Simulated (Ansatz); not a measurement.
O2W, SMILES [O]=[W]=[O], multiplicity 1.

The structure is a stationary point at PBE0-D3(BJ)/def2-TZVP. The spin state was assumed, not searched. The def2 effective core potentials stand for the cores of W; spin–orbit coupling is left out.

Two levels are set side by side: PBE/def2-TZVPD (Ansatz, an electronic-structure program) and CAM-B3LYP/def2-TZVPD (Ansatz). Energy differences of separate SCF runs at the same geometry; the states with an electron removed or added have multiplicity 2 and 2. Differences are taken from unrounded values.

```tsv
quantity	CAM-B3LYP	PBE	PBE minus CAM-B3LYP
vertical ionisation energy (eV)	8.75	8.48	-0.27
vertical electron affinity (eV)	1.80	1.49	-0.31
vertical singlet–triplet gap (eV)	0.25	0.36	0.11
```
